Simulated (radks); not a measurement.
Spherical quantum dot in the effective-mass picture: electrons in a parabolic well V = omega^2 r^2 / 2 with omega = 1.66, all in effective atomic units (hartree* = m*/eps^2 hartree, bohr* = eps/m* bohr), one dielectric constant everywhere. Method: non-relativistic Kohn-Sham, PBEsol, spin-polarised, spherical densities; computed with a radial shooting solver with Libxc functionals. Levels are named by radial order and angular momentum (1s, 1p, 1d, 2s, ...), and open shells are averaged over m. Results are scaled to m* = 0.191 and eps = 4.9, for which hartree* = 216.5 meV and bohr* = 1.358 nm.

N = 28, configuration 1s2 1p6 1d10 2s2 1f(up 7, down 1). This is the lowest configuration that the search found. Occupied and some empty levels:

level,occupation,eigenvalue (meV),<r> (nm)
1s up,1,3907.1,1.744
1s down,1,3915.9,1.712
1p up,3,4076.0,2.205
1p down,3,4090.8,2.183
1d up,5,4263.4,2.527
1d down,5,4281.9,2.515
2s up,1,4297.1,2.205
2s down,1,4310.5,2.216
1f up,7,4468.6,2.778
1f down,1,4488.9,2.774
2p up,0,4525.5,2.466
2p down,0,4538.5,2.473
1g up,0,4690.0,2.988
1g down,0,4710.9,2.989
2d up,0,4765.4,2.714
2d down,0,4778.9,2.719

Energy (meV): total 78327.7, kinetic 10186, external 29576, Hartree 42228, exchange-correlation -3662.7.

Electron density:

r (nm),n(r) (e/nm^3)
0.102,0.2931
0.359,0.2764
0.616,0.2483
0.873,0.2212
1.13,0.2059
1.39,0.2064
1.64,0.2177
1.90,0.2287
2.16,0.2275
2.41,0.2073
2.67,0.1696
2.93,0.1228
3.18,0.07775
3.44,0.04271
3.70,0.02027
3.95,0.008280
4.21,0.002944
4.47,0.0009085
4.72,0.0002424
4.98,0.00005581
